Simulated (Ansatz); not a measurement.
# A basis-limit estimate, worked out

An elementary step of BNH$_{8}$O$_{2}$, singlet (BNH₄ ([BH2][NH2]) + H₂O + H₂O → BH₃O ([BH2][OH]) + H₂O + NH₃ (still joined by a long B–N bond); B–N, H–O, H–O broken or loosened, B–O, N–H, H–O formed or tightened). “Start” and “end” are the PBE0-D4/def2-TZVP structures reached by relaxing down either side of its saddle point, with the molecules still in contact.

Computed with Ansatz 0.2.0 (basis: def2-TZVPP and def2-QZVPP); correlated methods freeze the cores.

Energies in eV:

| quantity | end | start |
| --- | --- | --- |
| Hartree–Fock, triple zeta (X = 3) | -6358.65267 | -6357.71819 |
| Hartree–Fock, quadruple zeta (X = 4) | -6358.96319 | -6358.02259 |
| MP2 correlation, X = 3 | -23.67487 | -23.90175 |
| MP2 correlation, X = 4 | -25.43395 | -25.66093 |
| CCSD(T) correlation, X = 3 | -25.32994 | -25.53671 |

Problem. Work out the step energy at the basis limit: extrapolate Hartree–Fock as E(X) = E∞ + A exp(−7.88 √X) and the MP2 correlation as E(X) = E∞ + B X^−2.97 (the exponents that Neese and Valeev fitted for def2-TZVPP and QZVPP), then add CCSD(T) − MP2 in triple zeta.

Solution. Each step is linear, so take the differences first (end − start): Hartree–Fock -0.93448 (X = 3) and -0.94060 (X = 4); MP2 correlation 0.22688 and 0.22698; CCSD(T) correlation 0.20677.
Two points give E∞ = E(4) + w [E(4) − E(3)], with w = 1/(exp(7.88 (2 − √3)) − 1) = 0.1377 for Hartree–Fock and w = 1/((4/3)^2.97 − 1) = 0.7407 for the correlation.
Hartree–Fock: -0.94060 + 0.1377 × (-0.00612) = -0.9414 eV.
MP2 correlation: 0.22698 + 0.7407 × 0.00010 = 0.2271 eV.
CCSD(T) − MP2: 0.20677 − 0.22688 = -0.0201 eV.
Sum: -0.9414 + 0.2271 + (-0.0201) = -0.7344 eV, or -16.94 kcal/mol. Plain CCSD(T) in triple zeta gives -0.7277 eV, so the larger basis shifts the result by -0.0067 eV.

The T1 diagnostic stays at or below 0.011.

The step is the kind of ligand exchange by which a precursor binds to a hydroxyl group, or is hydrolysed, in atomic layer deposition of oxides.

Labels in which every atom is bracketed show which atoms are joined, not bond orders.

For scale, one of the runs: CCSD(T)/def2-TZVPP, 236 basis functions, launched by `ansatz run in.yaml --threads 4 --pin off --events-out ev --progress --plain --max-ram 9574MiB`. Time: 2.8 min of wall clock on 4 CPU threads of an Intel Xeon; the host was shared. Peak host memory: 4.7 GiB.
